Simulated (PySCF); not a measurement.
These 2 structures share the formula C6H6S2. Theory: PBE0-D3(BJ)/def2-SVP geometry optimisation, gas phase in PySCF. Energies are electronic, without zero-point or thermal terms, for one conformer each. No frequencies were run at this level. Point groups hold within 0.08 Å.

**Question.** Rank from lowest to highest electronic energy at this level (kcal/mol).
A. `[CH3:1][C:2](=[S:3])[c:4]1[cH:5][cH:6][cH:7][s:8]1` with C1–C2–C4–C5 180°
B. `[SH:1][c:2]1[cH:3][cH:4][cH:5][cH:6][c:7]1[SH:8]` with H–S1–C2–C3 -11°, C6–C7–S8–H 139° (1,2-benzenedithiol)

**Answer.** B (0.0), A (11.9).

As drawn, the lower has an S–H bond, which the higher lacks; the higher has a C=S bond, which the lower lacks.

```json
{"SMILES": "Sc1ccccc1S", "E (Eh)": "-1027.67880", "E rel (kcal/mol)": "0.0", "dipole (D)": "2.06", "point group": "–", "A, B, C (MHz)": "1967, 1408, 822.9"}
{"SMILES": "CC(=S)c1cccs1", "E (Eh)": "-1027.65984", "E rel (kcal/mol)": "11.9", "dipole (D)": "3.08", "point group": "Cs", "A, B, C (MHz)": "2983, 1055, 782.9"}
```

**Question.** As an exercise, what shares would exp(−E/RT) give at 2000 K from these electronic energies alone (no entropy, no degeneracies)?

**Answer.** RT = 3.974 kcal/mol: Sc1ccccc1S 95.2 %, CC(=S)c1cccs1 4.8 %.
